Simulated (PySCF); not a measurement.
chloroform (CHCl3), singlet, at a GFN2-xTB geometry; PySCF with CASSCF(6,5)+NEVPT2/STO-3G.

The PySCF input:
```python
from pyscf import gto, scf, mcscf, mrpt
import numpy

mol = gto.Mole()
mol.atom = '''
    C    -0.001023    0.007108    0.481001
    H    -0.003344    0.023236    1.572333
    Cl    0.009258    1.673966   -0.112156
    Cl    1.446620   -0.846731   -0.071848
    Cl   -1.455321   -0.831110   -0.078251
'''
mol.basis = 'sto-3g'
mol.charge = 0
mol.spin = 0
mol.verbose = 4
mol.build()

mf = scf.RHF(mol)
mf.kernel()
mc = mcscf.CASSCF(mf, 5, 6)
mc.fix_spin_(ss=0.0)
mc.kernel()
occ = numpy.linalg.eigvalsh(mc.fcisolver.make_rdm1(mc.ci, mc.ncas, mc.nelecas))[::-1]
ss = mc.fcisolver.spin_square(mc.ci, mc.ncas, mc.nelecas)[0]
print('natural occupations', occ.round(4), ' <S^2>', round(ss, 4))
e2 = mrpt.NEVPT(mc).kernel()
print('E(NEVPT2) = %.10f' % (mc.e_tot + e2))
```

What the program printed (banner, timings and long lists left out):

```
PySCF version 2.14.0

[INPUT] verbose = 4
[INPUT] num. atoms = 5
[INPUT] num. electrons = 58
[INPUT] charge = 0
[INPUT] spin (= nelec alpha-beta = 2S) = 0
[INPUT] symmetry False subgroup None
[INPUT] Mole.unit = angstrom
[INPUT] Symbol           X                Y                Z      unit          X                Y                Z       unit  Magmom
[...]
nuclear repulsion = 263.971152148203
number of shells = 19
number of NR pGTOs = 99
number of NR cGTOs = 33
basis = sto-3g
ecp = {}

******** <class 'pyscf.scf.hf.RHF'> ********
method = RHF
initial guess = minao
damping factor = 0
level_shift factor = 0
DIIS = <class 'pyscf.scf.diis.CDIIS'>
diis_start_cycle = 1
diis_space = 8
diis_damp = 0
SCF conv_tol = 1e-09
SCF conv_tol_grad = None
SCF max_cycles = 50
direct_scf = True
direct_scf_tol = 1e-13
Set gradient conv threshold to 3.16228e-05
Initial guess from minao.
init E= -1401.18222807978
[...]
cycle= 1 E= -1401.51106216197  delta_E= -0.329  |g|= 0.661  |ddm|= 2.97
[...]
cycle= 2 E= -1401.65371754889  delta_E= -0.143  |g|= 0.355  |ddm|= 1.54
[...]
cycle= 3 E= -1401.69406040646  delta_E= -0.0403  |g|= 0.0288  |ddm|= 0.494
[...]
cycle= 4 E= -1401.69475355664  delta_E= -0.000693  |g|= 0.00276  |ddm|= 0.109
[...]
cycle= 5 E= -1401.69476120521  delta_E= -7.65e-06  |g|= 0.000656  |ddm|= 0.0112
[...]
cycle= 6 E= -1401.69476169069  delta_E= -4.85e-07  |g|= 0.000138  |ddm|= 0.00323
[...]
cycle= 7 E= -1401.69476171269  delta_E= -2.2e-08  |g|= 1.33e-05  |ddm|= 0.000722
[...]
cycle= 8 E= -1401.69476171285  delta_E= -1.69e-10  |g|= 1.69e-06  |ddm|= 5.79e-05
[...]
Extra cycle  E= -1401.69476171286  delta_E= -2.5e-12  |g|= 5.22e-07  |ddm|= 4.01e-06
converged SCF energy = -1401.69476171286

******** <class 'pyscf.mcscf.mc1step.CASSCF'> ********
CAS (3e+3e, 5o), ncore = 26, nvir = 2
max_cycle_macro = 50
max_cycle_micro = 4
conv_tol = 1e-07
conv_tol_grad = None
orbital rotation max_stepsize = 0.02
orbital rotation threshold for CI restart = 0.01
augmented hessian ah_max_cycle = 30
augmented hessian ah_conv_tol = 1e-12
augmented hessian ah_linear dependence = 1e-14
augmented hessian ah_level shift = 1e-08
augmented hessian ah_start_tol = 2.5
augmented hessian ah_start_cycle = 3
augmented hessian ah_grad_trust_region = 3
kf_trust_region = 3
kf_interval = 4
ci_response_space = 4
ci_grad_trust_region = 3
with_dep4 0
natorb = False
canonicalization = True
sorting_mo_energy = False
ao2mo_level = 2
internal_rotation = False
[...]
CASCI E = -1401.69667489732  S^2 = 0.0000000
CASSCF energy = -1401.73744031509
CASCI E = -1401.73744031509  E(CI) = -8.70262029924629  S^2 = 0.0000000
[...]
2 Cl 2s          0.00112   0.00113   0.00045   0.00415   0.00404
2 Cl 3s          0.13025  -0.07004   0.03880  -0.12964  -0.14075
2 Cl 2px        -0.00357  -0.00083  -0.00082  -0.00102   0.00100
2 Cl 2py         0.00411   0.00381  -0.00625  -0.00901  -0.00798
2 Cl 2pz        -0.00422  -0.00204   0.00166   0.00239   0.00356
2 Cl 3px         0.63655   0.00478  -0.00286   0.05314  -0.05280
2 Cl 3py         0.14013  -0.49016   0.51150   0.45804   0.40831
2 Cl 3pz         0.42942   0.17849  -0.18303  -0.11726  -0.18115
3 Cl 1s          0.00002  -0.00008  -0.00000  -0.00005  -0.00000
3 Cl 2s         -0.00027   0.00156   0.00002   0.00066   0.00001
3 Cl 3s          0.01865  -0.02653  -0.00020  -0.01063  -0.00030
3 Cl 2px        -0.00087  -0.00251  -0.00105  -0.00189   0.00101
3 Cl 2py         0.00052   0.00149  -0.00170   0.00105   0.00181
3 Cl 2pz        -0.00091  -0.00062   0.00001  -0.00070  -0.00003
3 Cl 3px         0.22849   0.06289   0.01471   0.09382  -0.05118
3 Cl 3py        -0.09757  -0.03589   0.02145  -0.05210  -0.09175
3 Cl 3pz         0.06628   0.00336   0.00029   0.03770   0.00174
4 Cl 1s          0.00015  -0.00012  -0.00004  -0.00032   0.00030
4 Cl 2s         -0.00059   0.00114  -0.00039   0.00429  -0.00389
4 Cl 3s          0.10109  -0.06942  -0.04024  -0.13463   0.13559
4 Cl 2px        -0.00620  -0.00357  -0.00512   0.00765  -0.00721
4 Cl 2py        -0.00051  -0.00106  -0.00381   0.00544  -0.00293
4 Cl 2pz        -0.00391  -0.00191  -0.00156   0.00233  -0.00332
4 Cl 3px         0.14010   0.41797   0.46155  -0.38857   0.36919
4 Cl 3py        -0.35013   0.23662   0.25765  -0.27655   0.15002
4 Cl 3pz         0.26751   0.16113   0.17795  -0.11501   0.16787
<CAS-nat-orb|mo-hf>  27     24      -0.60692219
<CAS-nat-orb|mo-hf>  27     26       0.47266398
<CAS-nat-orb|mo-hf>  27     27       0.44086694
<CAS-nat-orb|mo-hf>  28     21      -0.61589976
<CAS-nat-orb|mo-hf>  28     22      -0.49834546
<CAS-nat-orb|mo-hf>  29     23      -0.82558160
<CAS-nat-orb|mo-hf>  30     30       0.85661622
<CAS-nat-orb|mo-hf>  30     32      -0.50477688
<CAS-nat-orb|mo-hf>  31     31       0.97439529
Sr    (-1)',   E = -0.00048724270696
Si    (+1)',   E = -0.00129920979613
Sijrs (0)  ,   E = -0.02279382403153
Sijr  (+1) ,   E = -0.00313524137688
Srsi  (-1) ,   E = -0.00379068783020
Srs   (-2) ,   E = -0.00057849443576
Sij   (+2) ,   E = -0.00221232236738
Sir   (0)' ,   E = -0.01664046829608
Nevpt2 Energy = -0.050937490840915
E(NEVPT2) = -1401.7883778059
```
